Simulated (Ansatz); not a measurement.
`O[SiH]([SiH3])[TeH]` + H–F → `O[SiH](F)[SiH3]` + H₂Te  (ligand exchange at the Si–Te bond)

Isolated molecules relaxed with PBE0-D4/def2-TZVP in Ansatz; ΔE leaves out vibrations. CCSD(T)/CBS adds triple-zeta CCSD(T) − MP2 to the extrapolated MP2 energy (def2 sets, frozen cores). This one scheme is used for every species. Functionals use def2-TZVPP. B3LYP here is the variant with VWN-RPA as its local correlation; programs differ in this. HSE06 is defined as in plane-wave codes. Elements past krypton have def2 core potentials. For Te outer-core shells are correlated without core-valence functions, which leaves a few kJ/mol of doubt a bond. Each species was taken in one conformer, which may not be the lowest.

`O[SiH]([SiH3])[TeH]`:

Cartesian coordinates in Å:
```
O 0.221 -1.489 -1.574
Si 0.310 -0.953 -0.016
Si -1.233 0.736 0.478
Te 2.561 -0.048 0.602
H 0.580 -0.918 -2.255
H 0.125 -2.164 0.819
H -0.846 1.967 -0.265
H -1.204 1.023 1.936
H -2.616 0.355 0.080
H 2.101 1.492 0.196
```

H–F:

Z-matrix (Å, degrees):
```
F
H 1 0.920
```

`O[SiH](F)[SiH3]`:

```xyz
9

O     0.615    0.666   -1.685
Si    0.869    0.139   -0.157
F     1.543    1.298    0.723
Si   -1.227   -0.389    0.737
H     1.370    0.792   -2.263
H     1.854   -0.976   -0.146
H    -1.073   -0.808    2.155
H    -1.824   -1.513   -0.033
H    -2.128    0.790    0.668
```

H₂Te:

```xyz
3

Te   -0.038    0.763   -0.144
H     0.848   -0.496   -0.753
H    -0.810   -0.267    0.898
```

```
             level  ΔE (kJ/mol)  difference from CCSD(T)/CBS
       LDA (SPW92)        -69.7                          2.6
            PBE-D4        -62.2                         10.1
         revPBE-D4        -59.7                         12.6
           BLYP-D4        -79.6                         -7.3
         r2SCAN-D4        -78.8                         -6.5
            B97M-V        -92.4                        -20.1
           PBE0-D4        -65.1                          7.2
          B3LYP-D4        -81.7                         -9.4
        r2SCANh-D4        -78.1                         -5.8
        r2SCAN0-D4        -77.3                         -5.0
          HSE06-D4        -64.3                          8.0
          BHLYP-D4        -86.1                        -13.8
      CAM-B3LYP-D4        -94.8                        -22.5
           ωB97X-V        -86.1                        -13.8
           ωB97M-V        -84.1                        -11.8
          PBE-QIDH        -72.5                         -0.2
               PBE        -70.2                          2.1
              BLYP        -94.8                        -22.5
            r2SCAN        -80.8                         -8.5
              PBE0        -72.5                         -0.2
             B3LYP        -94.9                        -22.6
           r2SCANh        -80.3                         -8.0
           r2SCAN0        -79.8                         -7.5
             HSE06        -71.5                          0.8
         CAM-B3LYP       -102.9                        -30.6
RPA@PBE/def2-TZVPP        -86.7                        -14.4
       HF/def2-SVP       -102.0                        -29.7
      MP2/def2-SVP        -79.5                         -7.2
     CCSD/def2-SVP        -88.2                        -15.9
     HF/def2-TZVPP       -111.8                        -39.5
    MP2/def2-TZVPP        -70.9                          1.4
SCS-MP2/def2-TZVPP        -83.0                        -10.7
   CCSD/def2-TZVPP        -87.5                        -15.2
CCSD(T)/def2-TZVPP        -81.5                         -9.2
     HF/def2-QZVPP       -113.8                        -41.5
    MP2/def2-QZVPP        -66.3                          6.0
SCS-MP2/def2-QZVPP        -78.8                         -6.5
      HF/CBS(def2)       -114.1                        -41.8
     MP2/CBS(def2)        -61.7                         10.6
    CCSD/CBS(def2)        -78.3                         -6.0
       CCSD(T)/CBS        -72.3                            0
```

Largest T1 diagnostic among the species: 0.013.

In def2-TZVPP, CCSD(T) changes the Hartree–Fock value by +30.3 kJ/mol (the triples alone add +6.0 kJ/mol) and MP2 by +40.9 kJ/mol. From BLYP to BHLYP (50 % exact exchange), in def2-TZVPP and without D4, ΔE moves by −6.1 kJ/mol. Leaving LDA and LC-ωPBE aside and taking each functional with its dispersion term where it has one, the values spread over 35.1 kJ/mol, from CAM-B3LYP-D4 to revPBE-D4.
